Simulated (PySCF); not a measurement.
Compound: CH₇Cl₂Ga₂N.
Bonds: C1–N2, N2–Ga3, Ga3–Cl4, Cl4–Ga5, Ga5–Cl6, Ga3–Cl6. Hydrogens: H7, H8, H9 on C1; H10 on N2; H11 on Ga3; H12, H13 on Ga5.

Theory: PySCF, PBE0-D3(BJ)/def2-SVP geometry optimisation, gas phase.

How far are the bound atoms from Ga3?

4 atoms: H11 1.546 Å, N2 1.812 Å, Cl6 2.349 Å, Cl4 2.440 Å. The nearest atom not counted as bound is H10, at 2.45 Å.

List the angles at Ga3.

```csv
angle,degrees,distance of the outer atoms (Å)
N2–Ga3–H11,129.6,3.04
Cl6–Ga3–H11,112.5,3.27
N2–Ga3–Cl4,110.5,3.51
Cl4–Ga3–H11,104.9,3.21
N2–Ga3–Cl6,103.9,3.29
Cl4–Ga3–Cl6,87.6,3.32
```

Describe the arrangement about Ga3 in numbers.

Angles from 87.6° to 129.6°; τ4 = (360° − α − β)/141° = 0.84 with α and β the two widest (0 for a square, 1 for a tetrahedron). The Ga–Cl distances aren't all alike: 2.349 to 2.440 Å.

How far are the bound atoms from Ga5?

4 atoms: H13 1.554 Å, H12 1.555 Å, Cl4 2.342 Å, Cl6 2.393 Å. The nearest atom not counted as bound is Ga3, at 3.42 Å.

List the angles at Ga5.

```
      angle  degrees  distance of the outer atoms (Å)
H12–Ga5–H13    132.9                             2.85
Cl4–Ga5–H13    107.6                             3.18
Cl4–Ga5–H12    107.4                             3.18
Cl6–Ga5–H13    105.9                             3.19
Cl6–Ga5–H12    105.2                             3.18
Cl4–Ga5–Cl6     88.9                             3.32
```

Describe the arrangement about Ga5 in numbers.

Angles from 88.9° to 132.9°; τ4 = (360° − α − β)/141° = 0.85 with α and β the two widest (0 for a square, 1 for a tetrahedron). The Ga–Cl distances aren't all alike: 2.342 to 2.393 Å.

What are the other bond lengths?

C1–N2 1.442 Å; C1–H7, C1–H8, C1–H9 1.105 Å; N2–H10 1.014 Å.

Give some angles away from the centre.

C1–N2–Ga3 126.2°, Ga3–Cl4–Ga5 91.3°.

What are the rotational constants (commonest isotopes, rigid rotor)?

A = 1917, B = 638.3, C = 547.6 MHz: an asymmetric top.

Point group: C1 (no symmetry element, even within 0.4 Å). Charge 0, singlet. Stationary, but not proved a minimum.

Conformer computed: `[CH3:1][NH:2][GaH-:3]1[Cl+:4][GaH2-:5][Cl+:6]1`: C1–N2–Ga3–Cl4 99°.

One conformer stands for the species.
